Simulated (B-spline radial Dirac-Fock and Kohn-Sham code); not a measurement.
Dipole and non-dipole photoemission parameters of Ce²⁺ 4d5/2

System: Ce²⁺, 1s2 2s2 2p6 3s2 3p6 3d10 4s2 4p6 4d10 4f2 5s2 5p6; threshold 125.4 eV (orbital energy of the model). Method: Dirac-Hartree-Slater photoionisation with a Latter tail; cross sections with all multipoles, angular parameters from the dipole term and its interference with E2. Computed with an atomic code on a B-spline grid.

For linearly polarised light dσ/dΩ = σ/(4π) [1 + β P₂(cos θ) + (δ + γ cos²θ) sin θ cos φ], with θ from the polarisation vector and φ the angle between the beam and the projection of the electron momentum on the plane normal to the polarisation.

| hν (eV) | σ (kb) | β | γ | δ |
| --- | --- | --- | --- | --- |
| 138 | 986 | 1.042 | 0.007 | -0.009 |
| 197 | 285 | -0.937 | -0.345 | 0.160 |
| 200 | 295 | -0.942 | -0.310 | 0.157 |
| 213 | 344 | -0.835 | -0.172 | 0.138 |
| 300 | 540 | 0.215 | 0.137 | 0.039 |
| 349 | 545 | 0.515 | 0.127 | 0.018 |
| 390 | 521 | 0.688 | 0.100 | 0.008 |
| 400 | 514 | 0.723 | 0.093 | 0.007 |
| 470 | 449 | 0.908 | 0.044 | 0.001 |
| 909 | 164 | 1.288 | -0.023 | 0.012 |
| 1253.6 | 83.1 | 1.340 | 0.061 | 0.023 |
| 1430 | 61.2 | 1.344 | 0.116 | 0.028 |
| 1460 | 58.3 | 1.343 | 0.126 | 0.029 |
| 2080 | 23.8 | 1.311 | 0.327 | 0.047 |
| 3380 | 6.08 | 1.196 | 0.680 | 0.084 |
| 4110 | 3.36 | 1.134 | 0.838 | 0.106 |
| 4780 | ? | ? | ? | ? |
| 5970 | 1.01 | 1.001 | 1.146 | 0.162 |
| 10100 | 0.163 | 0.798 | 1.560 | 0.283 |
| 11100 | 0.116 | 0.762 | 1.628 | 0.311 |
| 11400 | 0.105 | 0.751 | 1.647 | 0.319 |
| 12000 | 0.0869 | 0.732 | 1.682 | 0.336 |
| 15000 | 0.0377 | 0.647 | 1.826 | 0.415 |

**Question.** Give the values at 4780 eV.

**Answer.** σ = 2.09 kb, β = 1.082, γ = 0.963, δ = 0.126.
